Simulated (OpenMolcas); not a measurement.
## A ladder of methods for GeHF3 (SMILES [F][GeH]([F])[F])

GeHF3: 5 atoms, total charge 0, spin state singlet. SMILES: `[F][GeH]([F])[F]`. Geometry: relaxed at PBE0-D4/def2-TZVP.

```xyz
5

F    -0.2498   -0.7341    1.4830
Ge    0.0956   -0.0087   -0.0233
F    -0.6731    1.5157   -0.0113
F    -0.7081   -0.9440   -1.2040
H     1.5852    0.0973   -0.2857
```

Quantity: the dipole moment, in D. The values are calculated.

```
             level             kind     program  value (D)  CPU time
 SVWN5/aug-cc-pVDZ              LDA  OpenMolcas       2.49      40 s
  BLYP/aug-cc-pVDZ              GGA  OpenMolcas       2.40      50 s
   PBE/aug-cc-pVDZ              GGA  OpenMolcas       2.38      48 s
  TPSS/aug-cc-pVDZ         meta-GGA  OpenMolcas       2.33      53 s
r2SCAN/aug-cc-pVDZ         meta-GGA  OpenMolcas       2.45      53 s
 B3LYP/aug-cc-pVDZ    global hybrid  OpenMolcas       2.52      41 s
 BHLYP/aug-cc-pVDZ    global hybrid  OpenMolcas       2.66      40 s
M06-2X/aug-cc-pVDZ  hybrid meta-GGA  OpenMolcas       2.54      47 s
```

All-electron rows without a relativistic Hamiltonian named are non-relativistic. The values span 2.33 to 2.66 D. Magnitudes only. CPU times are rough (shared hosts, several kinds of processor): they show what a rung costs within a factor of a few.
